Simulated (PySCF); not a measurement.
Correlation energy of Kr (krypton, neutral)

[Kr], closed-shell 1S. All numbers are calculated (PySCF 2.14, scalar relativity by spin-free X2C-1e, in aug-cc-pVDZ-DK (6s5p3d, 36 functions)). Frozen: [Ar] 3d10; 8 electrons correlated.

| level | correlation energy (mhartree) |
| --- | --- |
| CCSD | -137.66 |
| (T) | -2.00 |
| CCSD(T) | -139.66 |
| CCSDT | -139.84 |

Diagnostics: T1 = 0.0041, D1 = 0.0063, largest double amplitude 0.036.

Q: Is a single reference adequate?

A: Yes, within this model without spin-orbit coupling: T1 lies below 0.03 and no double amplitude reaches 0.07.
